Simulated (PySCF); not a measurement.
The dipole of `COc1ccccc1` (anisole) from its density and from atomic charges.

Coordinates (GFN2-xTB, Å) and charges (e) from the PBE0/pcSseg-1 density (PySCF):

```
atom       x       y       z  Mulliken      IAO  Hirshfeld  ESP-fitted
  C1  -2.678   0.144  -0.212   -0.0391  -0.2066    -0.0326     -0.0831
  O2  -1.599  -0.564  -0.770   -0.4907  -0.3290    -0.1101     -0.3594
  C3  -0.339  -0.285  -0.328   +0.2105  +0.2026    +0.0740     +0.5338
  C4   0.687  -1.024  -0.919   -0.0987  -0.1841    -0.0700     -0.4351
  C5   1.998  -0.819  -0.544   -0.0707  -0.1438    -0.0479     +0.0161
  C6   2.310   0.124   0.424   -0.0875  -0.1776    -0.0656     -0.3078
  C7   1.295   0.856   1.010   -0.0754  -0.1401    -0.0499     -0.0676
  C8  -0.027   0.658   0.644   -0.1556  -0.2235    -0.0798     -0.3598
  H9  -3.570  -0.240  -0.706   +0.1337  +0.1654    +0.0560     +0.1179
 H10  -2.760  -0.030   0.866   +0.1096  +0.1336    +0.0434     +0.0768
 H11  -2.596   1.219  -0.400   +0.1096  +0.1336    +0.0435     +0.0776
 H12   0.426  -1.752  -1.671   +0.0955  +0.1621    +0.0485     +0.1893
 H13   2.782  -1.399  -1.007   +0.0902  +0.1545    +0.0512     +0.1265
 H14   3.336   0.285   0.717   +0.0857  +0.1508    +0.0466     +0.1678
 H15   1.526   1.593   1.765   +0.0879  +0.1529    +0.0500     +0.1436
 H16  -0.797   1.243   1.122   +0.0951  +0.1491    +0.0425     +0.1632
```

Q: What dipole does each set of charges give (1 e·Å = 4.803 D), and what does the density give?

A: The full density gives (-0.92, 0.81, 0.69) D, 1.41 D in size; dipole vectors point from the negative to the positive end.

```
    scheme     μx    μy    μz  size (D)  share of the full size (%)  angle to the full dipole (°)
  Mulliken  -0.55  1.34  1.26      1.92                         137                            24
       IAO  -0.86  0.99  0.87      1.57                         112                             8
 Hirshfeld  -0.92  0.34  0.22      1.00                          71                            26
ESP-fitted  -0.93  0.83  0.70      1.42                         101                             1
```

Q: Which set comes closest?

A: Length of the difference vector: ESP-fitted 0.02 D, IAO 0.27 D, Hirshfeld 0.66 D, Mulliken 0.87 D. Closest: ESP-fitted. ESP charges are fitted to the potential around the molecule, whose slowest-falling term is the dipole's. 

Q: What is left for the Hirshfeld atoms' own dipoles?

A: The Hirshfeld atoms' densities add up to the full density, so μ = Σ q r + Σ (atomic dipoles). The atomic dipoles sum to (-0.92, 0.81, 0.69) − (-0.92, 0.34, 0.22) = (0.00, 0.47, 0.47) D, 0.66 D in size.

Q: With the origin at the mean of the coordinates, (0.000, 0.001, -0.001) Å, which are the largest single terms, by size, of the IAO dipole along the direction of the full one?

A: H13 -2.32, C1 -1.72, H12 -1.64, H9 +1.48, H10 +1.42 D; all 16 atoms together +1.56 D. The single terms depend on the origin, their sum doesn't.

Q: Give the size of the full dipole in other units.

A: 1.41 D = 0.554 au = 0.293 e·Å = 4.69 × 10⁻³⁰ C·m.

One conformer (not necessarily the lowest) at the GFN2-xTB geometry, without solvent, vibrations or thermal averaging.

Shape of the structure used: `[CH3:1][O:2][c:3]1[cH:4][cH:5][cH:6][cH:7][cH:8]1`: C1–O2–C3–C4 180°.
